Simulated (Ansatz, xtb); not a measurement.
# Relative energy of two isomers of CH3F3SeSi

We compare X, `F[Si](F)(F)C[SeH]`, a singlet, with Y, `C[Se][Si](F)(F)F`, a singlet. Both are isolated molecules in the gas phase, relaxed with PBE0-D4/def2-SVP; the shapes shown needn't be the lowest conformers.

X (Å):

```xyz
9

C    -1.0405    0.6928    0.4644
F    -0.9403    0.2815    3.2944
F     1.0870   -0.5231    1.8998
F     0.7086    1.9943    2.2991
Se   -1.7551   -1.0634   -0.0370
Si   -0.0451    0.6083    2.0095
H    -1.9208    1.3321    0.6328
H    -0.4692    1.1314   -0.3670
H    -0.4452   -1.7330   -0.0215
```

Y (Å):

```xyz
9

C    -0.1552   -1.2371    0.9731
F    -0.8590    0.5445   -1.9080
F     1.2445    2.0604   -1.7826
F    -0.5475    2.0800    0.0961
Se    1.4221   -0.4445    0.1109
Si    0.2590    1.1391   -0.9229
H     0.2194   -2.0775    1.5701
H    -0.8567   -1.6069    0.2156
H    -0.6381   -0.5044    1.6307
```

Q: Which of the two would you expect CCSD(T)/def2-SVP + ΔMP2/def2-TZVPP electronic energies to favour?

A: Structure Y; the calculation gives E(Y) − E(X) = −46.0 kJ/mol.

The same difference at several levels:

| level | geometry | E(Y) − E(X) (kJ/mol) | departure from the last row (kJ/mol) | job, with rough time for the two |
| --- | --- | --- | --- | --- |
| GFN2-xTB | GFN2-xTB | −84.7 | −38.8 | optimisation, 0.12 s |
| HF/STO-3G | GFN2-xTB | −75.0 | −29.0 | single point, 0.56 s |
| r2SCAN-D4/def2-SVP | GFN2-xTB | −47.1 | −1.2 | single point, 6.1 s |
| PBE0-D4/def2-SVP | PBE0-D4/def2-SVP | −47.2 | −1.2 | optimisation, 45 s |
| HF/def2-SVP | PBE0-D4/def2-SVP | −43.8 | +2.2 | part of the CCSD(T) run |
| MP2/def2-SVP | PBE0-D4/def2-SVP | −45.3 | +0.7 | part of the CCSD(T) run |
| CCSD(T)/def2-SVP | PBE0-D4/def2-SVP | −42.0 | +4.0 | single point |
| CCSD(T)/def2-SVP + ΔMP2/def2-TZVPP | PBE0-D4/def2-SVP | −46.0 |  | single point, 83 s |

As drawn, Y has 1 Se–Si, 1 C–H in place of 1 C–Si, 1 Se–H.

The levels shown agree on the order. The largest departure from CCSD(T)/def2-SVP + ΔMP2/def2-TZVPP is that of GFN2-xTB, 38.8 kJ/mol. The last row adds to CCSD(T) the change of the MP2 difference between the two basis sets, here −4.0 kJ/mol.

With thermal terms from frequencies at re-optimised GFN2-xTB minima (ideal gas, soft modes damped towards free rotors, one conformer each, 298.15 K, 1 atm): the zero-point term adds +9.4 kJ/mol; ΔH is −36.1 and ΔG −37.1 kJ/mol.

The correlated steps freeze 18 core orbitals; the filled d shell of Se is correlated, in a basis made for valence electrons. Codes used: Ansatz 0.2.0, xtb 6.7.1; the last row on 2 threads of Arm Neoverse V2 on a shared host.
